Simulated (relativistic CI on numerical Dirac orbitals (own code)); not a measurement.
# Zn⁴⁺ (3d8) in a crystal field

Calculated by Dirac-Coulomb-Breit CI, separate exchange-only KLI orbitals for each configuration, a model potential for QED, valence Slater integrals scaled by 0.9, one configuration in a parametric crystal field (own radial code). With so little scaling, terms lie 10 to 35 % too far apart, which can change the order of excited levels.

Field parameters in Wybourne normalisation: D3d B²₀ = −7Dσ, B⁴₀ = −14Dq − 21Dτ, B⁴₃ = −14√(10/7) Dq; D4h B²₀ = −7Ds, B⁴₀ = 21(Dq − Dt), B⁴₄ = 21√(5/14) Dq; Td as Oh with Dq negative (B⁴₀ = 21Dq, B⁴₄ = √(5/14) B⁴₀). The field is a parameter set, without covalency.

S and J are read from ⟨S²⟩ = S(S + 1) and ⟨J²⟩ = J(J + 1) of each level; they are not fictitious spins.

D4h, 10Dq = 8550, Ds = 1910, Dt = 340 cm⁻¹, the lowest 10 levels:

```csv
E (cm⁻¹),Degeneracy,Irrep,S,J
0.0,1,B2,1.00,3.63
50.2,2,E,1.00,3.61
3823,1,A1,1.00,3.84
4008,1,A2,1.00,3.76
5165,2,E,1.00,3.18
5712,1,B1,1.00,3.05
6209,1,B2,1.00,2.57
8425,1,B1,1.00,3.63
8701,2,E,1.00,3.54
9193,1,A1,0.99,3.62
```

Td, 10Dq = -15750 cm⁻¹, the lowest 10 levels:

```csv
E (cm⁻¹),Degeneracy,Irrep,S,J
0.0,1,A1,1.00,3.93
772,3,T1,1.00,3.67
2181,2,E,1.00,3.11
2398,3,T2,1.00,2.92
15296,3,T1,1.00,3.33
15402,3,T2,0.97,3.20
15434,2,E,1.00,3.15
16114,1,A2,1.00,3.00
22816,3,T2,0.10,2.69
23297,2,E,0.04,2.94
```

D3d, 10Dq = 26750, Dσ = 340, Dτ = 300 cm⁻¹, the lowest 16 levels:

```tsv
E (cm⁻¹)	Degeneracy	Irrep	S	J
0.0	2	E	1.00	3.36
1.4	1	A1	1.00	3.36
22242	2	E	0.12	2.84
26898	1	A2	1.00	3.38
27019	2	E	0.98	3.38
27961	2	E	0.99	3.51
28438	2	E	0.99	3.27
28741	1	A1	1.00	3.07
28841	1	A2	1.00	3.04
38720	1	A1	0.54	3.41
40273	2	E	1.00	2.75
40837	1	A1	0.82	2.92
42145	1	A2	1.00	2.95
42638	1	A1	0.88	3.14
42642	2	E	1.00	2.60
43024	2	E	1.00	2.38
```

Td, 10Dq = -17100 cm⁻¹, the lowest 16 levels:

| E (cm⁻¹) | Degeneracy | Irrep | S | J |
| --- | --- | --- | --- | --- |
| 0.0 | 1 | A1 | 1.00 | 3.92 |
| 775 | 3 | T1 | 1.00 | 3.65 |
| 2192 | 2 | E | 1.00 | 3.09 |
| 2390 | 3 | T2 | 1.00 | 2.90 |
| 16532 | 3 | T1 | 1.00 | 3.34 |
| 16587 | 3 | T2 | 0.96 | 3.19 |
| 16652 | 2 | E | 1.00 | 3.17 |
| 17357 | 1 | A2 | 1.00 | 3.00 |
| 22915 | 3 | T2 | 0.13 | 2.73 |
| 23273 | 2 | E | 0.04 | 2.96 |
| 33879 | 3 | T2 | 0.98 | 3.14 |
| 36537 | 3 | T2 | 0.98 | 2.11 |
| 36654 | 2 | E | 0.99 | 2.07 |
| 37688 | 3 | T1 | 1.00 | 1.17 |
| 37929 | 1 | A1 | 0.98 | 0.68 |
| 41588 | 3 | T2 | 0.08 | 3.47 |

Td, 10Dq = -12900 cm⁻¹, the lowest 16 levels:

```csv
E (cm⁻¹),Degeneracy,Irrep,S,J
0.0,1,A1,1.00,3.95
760,3,T1,1.00,3.70
2140,2,E,1.00,3.19
2412,3,T2,1.00,2.95
12719,3,T1,1.00,3.31
12872,3,T2,0.98,3.22
12905,2,E,1.00,3.07
13514,1,A2,1.00,3.00
22551,3,T2,0.13,2.60
23316,2,E,0.06,2.86
26050,3,T2,0.97,3.05
33071,3,T2,0.98,2.11
33182,2,E,0.98,2.09
34188,3,T1,1.00,1.12
34515,1,A1,0.99,0.44
38086,3,T2,0.05,3.59
```

The free-ion ground term has S = 1. Every field shown keeps that spin.

Levels of this model without a field, named by their leading LS term: 3F_4 0, 3F_3 2416, 3F_2 3981, 1D_2 19856, 3P_2 24328, 3P_1 24850, 3P_0 25264, 1G_4 30769 cm⁻¹.
